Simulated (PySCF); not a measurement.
Chain-length series, n-germane H/H (end groups after the name). Gas-phase values, no solvent. One relaxed conformer stands for each flexible species; it need not be the lowest. Strings in code marks are SMILES.

Computed with PBE0-D3(BJ)/def2-TZVP // PBE0-D3(BJ)/def2-SVP in PySCF 2.14.0. All candidates: neutral, multiplicity 1. 

- adiabatic ionisation energy (no zero-point term) = 7.95 eV
- hole reorganisation energy (four-point) = 1.135 eV
- HOMO–LUMO gap = 6.28 eV

Problem. Identify which member has these values.
A) `[GeH3][GeH2][GeH2][GeH2][GeH2][GeH3]`
B) `[GeH3][GeH2][GeH3]`
C) `[GeH3][GeH3]`

Solution. A, `[GeH3][GeH2][GeH2][GeH2][GeH2][GeH3]`. The others give `[GeH3][GeH2][GeH3]`: 8.87 eV, 1.541 eV, 7.78 eV; `[GeH3][GeH3]`: 9.31 eV, 2.005 eV, 8.57 eV
